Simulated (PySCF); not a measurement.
Species: CH₂NO, charge 1, multiplicity 1. It need not be the lowest isomer of its formula. SMILES: N=C=[OH+]
Geometry: optimised at B3LYP-D3(BJ)/def2-TZVP (Ansatz).

Dispersion corrections to the total energy (kcal/mol) from the dftd3 and dftd4 libraries through PySCF: D3(BJ) without and D4 with the three-body term, each with the damping fitted for the functional named.

| functional | D3(BJ) | D4 |
|---|---|---|
| HF | -12.13 | ? |
| B2PLYP | -0.89 | ? |
| LC-wPBE | -1.03 | -0.94 |
| r2SCAN | -0.31 | -0.20 |
| B3LYP | ? | -1.37 |
| TPSSh | -1.32 | -1.04 |
| PBE0 | -0.98 | -0.70 |

### Question
Some entries are withheld; supply them.

### Answer

- HF, D4: -3.65
- B2PLYP, D4: -0.59
- B3LYP, D3(BJ): -2.03
